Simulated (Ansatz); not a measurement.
Consider the substitution at a C–Si bond: `CO[Si](C)(F)[SeH]` + `CC[Si]O` → `CC[Si]OC` + `CO[SiH](F)[SeH]`.

Computed with Ansatz on PBE0-D4/def2-TZVP structures; ΔE is electronic, products minus reactants. CCSD(T)/CBS is the MP2 limit (def2-TZVPP, def2-QZVPP) plus CCSD(T) − MP2 in def2-TZVPP, frozen cores. DFT in def2-TZVPP. B3LYP here is the variant with VWN-RPA as its local correlation; programs differ in this. For Se outer-core shells are correlated without core-valence functions, which leaves a few kJ/mol of doubt a bond. Scalar relativity is left out up to krypton. Each species was taken in one conformer, which may not be the lowest.

| level | ΔE (kcal/mol) | difference from CCSD(T)/CBS |
| --- | --- | --- |
| PBE-D4 | 26.5 | -0.7 |
| r2SCAN-D4 | 27.4 | 0.2 |
| PBE0-D4 | 27.1 | -0.1 |
| B3LYP-D4 | 25.2 | -2.0 |
| ωB97X-V | 25.9 | -1.3 |
| ωB97M-V | 27.3 | 0.1 |
| B2PLYP | 25.7 | -1.5 |
| PBE | 26.2 | -1.0 |
| r2SCAN | 27.4 | 0.2 |
| PBE0 | 26.9 | -0.3 |
| B3LYP | 24.8 | -2.4 |
| HF/def2-TZVPP | 23.3 | -3.9 |
| MP2/def2-TZVPP | 27.8 | 0.6 |
| SCS-MP2/def2-TZVPP | 25.8 | -1.4 |
| CCSD/def2-TZVPP | 26.3 | -0.9 |
| CCSD(T)/def2-TZVPP | 26.4 | -0.8 |
| HF/def2-QZVPP | 23.1 | -4.1 |
| MP2/def2-QZVPP | 28.2 | 1.0 |
| SCS-MP2/def2-QZVPP | 26.2 | -1.0 |
| HF/CBS(def2) | 23.1 | -4.1 |
| MP2/CBS(def2) | 28.6 | 1.4 |
| CCSD/CBS(def2) | 27.0 | -0.2 |
| CCSD(T)/CBS | 27.2 | 0 |

Largest T1 diagnostic among the species: 0.013.

In def2-TZVPP, CCSD(T) changes the Hartree–Fock value by +3.1 kcal/mol (the triples alone add +0.2 kcal/mol) and MP2 by +4.5 kcal/mol.
